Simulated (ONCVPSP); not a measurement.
**Tb (Z = 65) ONCV: all-electron and pseudo phase curves**

ONCVPSP 4.0.1 input, shortened (lines: element, Z, core and valence counts, functional; n l f; lmax; l rc ep ncon nbas qcut; lloc lpopt rc5 dvloc0; l nproj debl; icmod fcfact rcfact), PBE, scalar-relativistic:

```
  Tb 65.00   10    2        4      upf
    1    0    2.00
    2    0    2.00
    2    1    6.00
    3    0    2.00
    3    1    6.00
    3    2   10.00
    4    0    2.00
    4    1    6.00
    4    2   10.00
    4    3    8.00
    5    0    2.00
    5    1    6.00
    2
    0    1.70    0.00    4    9    6.60
    1    2.35    0.00    5    9    6.80
    2    2.45    0.05    3    7    3.40
    4    5    1.20    0.00
    0    2    0.40
    1    2    1.00
    2    2    3.90
    3    2.00    1.45
```

In the s channel the program set the typed energies aside and used -2.811, 0.250 Ha. In the p channel the program set the typed energies aside and used -1.938, 0.050 Ha. In the d channel the program set the typed energies aside and used -0.911, 2.989 Ha.

The phase is arctan(r·R′/R) of the radial function R(r), unwrapped; energies in Ha, scanned from -4 to 5 Ha. A pole is an energy at which the radial function vanishes at the test radius. The pseudo phase is shifted by a multiple of π to meet the all-electron one at the reference energy, and phase errors are pseudo minus all-electron; the curves can meet again beyond the range given. Levels narrower than the energy grid can be missing from the lists of poles.

Q: For each channel, where are the poles, and over which energies does the pseudopotential scatter like the atom?

A:

| channel | radius (bohr) | reference energy (Ha) | poles, all-electron | poles, pseudo | unbroken range about the reference energy with phases within 0.05 rad | phase error 1 Ha above the reference energy (rad) |
| --- | --- | --- | --- | --- | --- | --- |
| s | 1.73 | -2.81 | -1.80 | -1.81 | the whole range | -0.000 |
| p | 2.39 | -1.94 | -1.70, 2.72 | -1.70, 2.66 | below 3.8 | -0.000 |
| d | 2.49 | -0.91 | -0.34, 3.71 | -0.33, 3.73 | below 0.8 | +0.008 |

Note: ghosts flagged at negative energy: s at -8.0 eV; GHOST(+) flagged for d at 135.4 eV, p at 138.8 eV. A true bound ghost makes a file unfit for plane-wave use.

Phases in the s channel:

```json
{"E (Ha)": "-3.98", "all-electron": "0.593", "pseudo": "0.592"}
{"E (Ha)": "-3.74", "all-electron": "0.195", "pseudo": "0.194"}
{"E (Ha)": "-3.50", "all-electron": "-0.361", "pseudo": "-0.361"}
{"E (Ha)": "-3.26", "all-electron": "-0.832", "pseudo": "-0.832"}
{"E (Ha)": "-3.02", "all-electron": "-1.117", "pseudo": "-1.117"}
{"E (Ha)": "-2.78", "all-electron": "-1.285", "pseudo": "-1.285"}
{"E (Ha)": "-2.54", "all-electron": "-1.392", "pseudo": "-1.392"}
{"E (Ha)": "-2.30", "all-electron": "-1.467", "pseudo": "-1.467"}
{"E (Ha)": "-2.06", "all-electron": "-1.523", "pseudo": "-1.523"}
{"E (Ha)": "-1.82", "all-electron": "-1.568", "pseudo": "-1.568"}
{"E (Ha)": "-1.58", "all-electron": "-1.606", "pseudo": "-1.606"}
{"E (Ha)": "-1.34", "all-electron": "-1.640", "pseudo": "-1.640"}
{"E (Ha)": "-1.10", "all-electron": "-1.671", "pseudo": "-1.671"}
{"E (Ha)": "-0.86", "all-electron": "-1.702", "pseudo": "-1.702"}
{"E (Ha)": "-0.62", "all-electron": "-1.733", "pseudo": "-1.733"}
{"E (Ha)": "-0.38", "all-electron": "-1.765", "pseudo": "-1.766"}
{"E (Ha)": "-0.14", "all-electron": "-1.801", "pseudo": "-1.801"}
{"E (Ha)": "0.10", "all-electron": "-1.841", "pseudo": "-1.841"}
{"E (Ha)": "0.34", "all-electron": "-1.889", "pseudo": "-1.889"}
{"E (Ha)": "0.58", "all-electron": "-1.948", "pseudo": "-1.948"}
{"E (Ha)": "0.82", "all-electron": "-2.024", "pseudo": "-2.024"}
{"E (Ha)": "1.06", "all-electron": "-2.127", "pseudo": "-2.127"}
{"E (Ha)": "1.30", "all-electron": "-2.273", "pseudo": "-2.273"}
{"E (Ha)": "1.54", "all-electron": "-2.490", "pseudo": "-2.489"}
{"E (Ha)": "1.78", "all-electron": "-2.807", "pseudo": "-2.804"}
{"E (Ha)": "2.02", "all-electron": "-3.210", "pseudo": "-3.208"}
{"E (Ha)": "2.26", "all-electron": "-3.599", "pseudo": "-3.597"}
{"E (Ha)": "2.50", "all-electron": "-3.889", "pseudo": "-3.888"}
{"E (Ha)": "2.74", "all-electron": "-4.084", "pseudo": "-4.084"}
{"E (Ha)": "2.98", "all-electron": "-4.216", "pseudo": "-4.216"}
{"E (Ha)": "3.22", "all-electron": "-4.309", "pseudo": "-4.309"}
{"E (Ha)": "3.46", "all-electron": "-4.377", "pseudo": "-4.378"}
{"E (Ha)": "3.70", "all-electron": "-4.429", "pseudo": "-4.430"}
{"E (Ha)": "3.94", "all-electron": "-4.470", "pseudo": "-4.471"}
{"E (Ha)": "4.18", "all-electron": "-4.504", "pseudo": "-4.505"}
{"E (Ha)": "4.42", "all-electron": "-4.531", "pseudo": "-4.533"}
{"E (Ha)": "4.66", "all-electron": "-4.555", "pseudo": "-4.556"}
{"E (Ha)": "4.90", "all-electron": "-4.575", "pseudo": "-4.576"}
```
